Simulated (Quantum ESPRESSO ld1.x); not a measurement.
All-electron atom: the palladium ion Pd3+ in [Kr] 4d7. Calculated with ld1.x of Quantum ESPRESSO 7.5: Dirac Kohn-Sham, PBEsol, spin-unpolarised, spherical densities, point nucleus; open shells fill j = l - 1/2 first.

Radial electron density D(r) = 4 pi r^2 rho(r):

r (bohr)  D(r) (e/bohr)
0.001628          2.736
0.00185           3.412
0.002119          4.300
0.002409          5.329
0.00276           6.666
0.003137          8.194
0.003593          10.15
0.004084          12.35
0.004679          15.10
0.005318          18.13
0.006093          21.81
0.006925          25.72
0.007934          30.30
0.009017          34.93
0.01033           40.04
0.01174           44.83
0.01345           49.63
0.01529           53.58
0.01752           56.84
0.01991           58.74
0.02281           59.32
0.02592           58.53
0.0297            56.54
0.03375           54.11
0.03867           51.79
0.04395           50.74
0.05036           51.66
0.05723           54.81
0.06557           60.23
0.07452           66.16
0.08538           71.51
0.09704           73.83
0.1112            72.13
0.1264            66.77
0.1448            58.92
0.1645            52.28
0.1885            48.84
0.2142            50.00
0.2455            54.37
0.279             58.14
0.3196            57.97
0.3633            52.23
0.4162            41.45
0.473             30.19
0.5419            20.86
0.6159            16.39
0.7056            15.65
0.802             16.57
0.9188            16.92
1.044             15.59
1.196             12.65
1.36              9.310
1.558             6.039
1.771             3.662
2.029             1.954
2.306            0.9828
2.642            0.4223
3.002            0.1678
3.44            0.05325
3.909           0.01492
4.479          0.003029

D(r) has 4 maxima, at r = 0.0224, 0.0986, 0.297, 0.890 bohr, and minima at 0.0447, 0.193, 0.678 bohr, inside which lie 2.05, 11.12, 29.05 electrons.
